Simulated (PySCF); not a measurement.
# [TbF2]+ at several levels of theory

Computed with PySCF 2.14.0 (density fitting, no spin-orbit coupling) at the geometry relaxed with PBE0:

```xyz
3
[TbF2]+ (singlet in the valence; each metal's 4f electrons, 8 of them, lie in its core potential, out of spins and levels)
Tb    0.0000    0.0000   -0.3366
F     1.5877    0.0000    0.7774
F    -1.5877    0.0000    0.7774
```

| level | basis | state | HOMO (eV) | gap (eV) | charge on Tb1 (e) | population of f-type functions on Tb1 (polarisation alone where 4f lies in the core) | dipole about the centre of mass (D) | largest force component (eV/Å) |
| --- | --- | --- | --- | --- | --- | --- | --- | --- |
| PBE0 | Tb lcecp-1-SVP with ECP54, F def2-SVP | singlet | -16.17 | 8.06 | 1.66 | 0.09 | 6.32 | 0.02 |
| BP86 | the same | singlet | -14.38 | 5.71 | 1.53 | 0.08 | 5.82 | 0.48 |
| M06-L | the same | singlet | -14.55 | 6.65 | 1.72 | 0.08 | 6.33 | 0.50 |

In the lcecp rows the 4f levels are missing from HOMO and gap, and the state counts the valence alone.

Charges are Mulliken's, which hang on the basis. The relaxation used the grid (50, 194), these runs (75, 302) or, all-electron (x2c bases, spin-free X2C Hamiltonian), (99, 590).

Question: What does PBE0 with Tb lcecp-1-TZVP with ECP54, F def2-TZVP give here?

Answer: state singlet, HOMO (eV) -16.19, gap (eV) 8.18, charge on Tb1 (e) 1.85, population of f-type functions on Tb1 (polarisation alone where 4f lies in the core) 0.10, dipole about the centre of mass (D) 6.37, largest force component (eV/Å) 0.24. Time: 4 s on 2 threads of Arm Neoverse V2, with other jobs on the host, from free ions and atoms.

In the first row's basis the gap widens with exact exchange: 5.7 to 6.7 eV for BP86, M06-L (none); 8.1 eV for PBE0 (a fixed share).

An lcecp potential fixes the number of 4f electrons, so in runs with it no electron can move into or out of that shell.
